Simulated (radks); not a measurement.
The numbers below are computed, except where a source is named.
Q: Numerical settings for neutral nickel, [Ar] 3d8 4s2. Level of theory: scalar-relativistic Kohn-Sham, BLYP, spin-unpolarised, spherical densities, point nucleus (a radial shooting solver on a logarithmic mesh with Libxc functionals). The defaults (mesh step 0.008 in ln r, mesh end at 40 bohr or more with all orbitals vanishing there, Anderson mixing 0.5 over 9 steps, residual threshold near 1e-9 with the energy settled to 1e-9 hartree or 1e-11 of itself, here a cap of 78 iterations) give E = -1520.8872 hartree and 4s at -5.601 eV in 15 iterations. Run on one thread of a shared host, so times are rough (Intel(R) Xeon(R) 6975P-C): 0.08 s of CPU time, 0.08 s wall, 15 iterations on 2669 mesh points. One setting is changed at a time: mesh step in ln r 0.12; mesh step in ln r 0.005; mesh step in ln r 0.2; mesh end (bohr) 12; mesh end (bohr) 8; residual threshold 0.001; residual threshold 1e-16; mixing 1; linear mixing, mixing 0.8; linear mixing, mixing 0.5; mixing history 20; iteration cap 8. Which runs fail to converge, and which converge to a wrong energy?

A: Not converged within the cap: mesh step in ln r 0.12; mesh step in ln r 0.2; residual threshold 1e-16; linear mixing, mixing 0.8; iteration cap 8. Settings that end as converged yet miss the energy by more than 1 mhartree: mesh end (bohr) 8 (+0.00212 hartree).
